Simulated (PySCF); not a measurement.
This PySCF input asks for the NMR shieldings of SMILES P[Si@H]1CC[SiH2]O1, C2H9OPSi2; the geometry comes from GFN2-xTB.

```python
import basis_set_exchange as bse
import numpy as np
from pyscf import gto, dft
from pyscf.prop import nmr

atoms = """
P     2.797249   -0.062238    0.824464
Si    0.950166    0.456498   -0.312813
C    -0.165564   -1.063124   -0.618794
C    -1.609801   -0.605201   -0.377633
Si   -1.572361    0.793827    0.918246
O    -0.026075    1.293819    0.697843
H     3.449668   -0.566914   -0.286164
H     3.375697    1.184559    0.675027
H     1.101316    1.306948   -1.499836
H     0.094436   -1.840907    0.103480
H    -0.056584   -1.507036   -1.607928
H    -2.241574   -1.449041   -0.101199
H    -2.015337   -0.209798   -1.311332
H    -2.410934    1.934219    0.574008
H    -1.674716    0.342380    2.300721
"""
names = dict.fromkeys(["P", "Si", "C", "O", "H"], "pcSseg-1")
basis = {el: gto.basis.parse(bse.get_basis(n, elements=[el], fmt="nwchem")) for el, n in names.items()}
mol = gto.M(atom=atoms, basis=basis, charge=0, verbose=0)
mf = dft.RKS(mol, xc="PBE0")
mf.grids.level = 2
mf.grids.alignment = dft.numint.BLKSIZE   # the property module wants whole blocks of grid points
mf.conv_tol = 1e-9
mf.kernel()

calc = nmr.RKS(mf)   # GIAO
C = mf.mo_coeff
Co = C[:, mf.mo_occ > 0]
resp = mf.gen_response(singlet=True, hermi=2)
def vind(x):   # induced exchange potential for any number of trial vectors
    d = np.einsum("pi,xij,qj->xpq", C, 2 * x.reshape(-1, C.shape[1], Co.shape[1]), Co, optimize=True)
    return np.einsum("xpq,pi,qj->xij", resp(d - d.transpose(0, 2, 1)), C, Co, optimize=True).ravel()
mo1, _ = nmr.rhf.solve_mo1(calc, with_cphf=vind)
sigma = calc.kernel(mo1)
for i, s in enumerate(sigma):   # ppm
    w = np.linalg.eigvalsh((s + s.T) / 2)
    print("%2d %-2s iso %8.1f  s11 %8.1f  s22 %8.1f  s33 %8.1f" % (i, mol.atom_pure_symbol(i), w.mean(), *w))
```

Task: Give the expected output.

Result: 
```
 0 P  iso    612.9  s11    561.3  s22    621.4  s33    656.0
 1 Si iso    326.9  s11    260.6  s22    339.7  s33    380.4
 2 C  iso    172.5  s11    159.6  s22    175.3  s33    182.7
 3 C  iso    177.5  s11    161.7  s22    177.1  s33    193.6
 4 Si iso    350.4  s11    287.0  s22    350.5  s33    413.8
 5 O  iso    289.9  s11    214.4  s22    319.8  s33    335.5
 6 H  iso     30.9  s11     25.6  s22     28.0  s33     39.2
 7 H  iso     30.2  s11     24.9  s22     27.1  s33     38.7
 8 H  iso     25.9  s11     22.2  s22     24.1  s33     31.5
 9 H  iso     30.8  s11     25.4  s22     29.7  s33     37.3
10 H  iso     30.5  s11     25.0  s22     28.7  s33     37.6
11 H  iso     30.5  s11     25.2  s22     27.9  s33     38.5
12 H  iso     30.6  s11     25.5  s22     27.9  s33     38.5
13 H  iso     26.5  s11     22.9  s22     24.2  s33     32.6
14 H  iso     26.6  s11     22.7  s22     24.4  s33     32.8
```

These numbers come from an equivalent density-fitted implementation of the same equations, which agrees with the script to about 0.01 ppm for H and up to a few tenths of a ppm for heavy atoms, so last digits may differ.

Task: Turn these shieldings into chemical shifts. δ = σ(ref) − σ, references computed at the same level: ³¹P (318.38 ppm) vs H3PO4; TMS for ²⁹Si (349.16 ppm), ¹³C (186.93 ppm), ¹H (31.72 ppm); ¹⁷O (336.08 ppm) vs H2O.

Result: Averaging equivalent atoms: P 0: -294.5; Si 1: 22.2; Si 4: -1.2; C 2: 14.4; C 3: 9.4; O 5: 46.2; H 8: 5.78; H 13: 5.17; H 14: 5.07; H 10: 1.27; H 11: 1.18; H 6/7: 1.15; H 12: 1.10; H 9: 0.93 ppm. Experimental scales use liquid or dissolved standards, which lie at an offset from isolated H2O (liquid H2O: subtract about 36 ppm) and H3PO4.

Size and cost of the density-fitted run: 168 basis functions, 18 s wall time on 1 thread of an Arm Neoverse V2, shared host; peak memory 0.76 GiB.
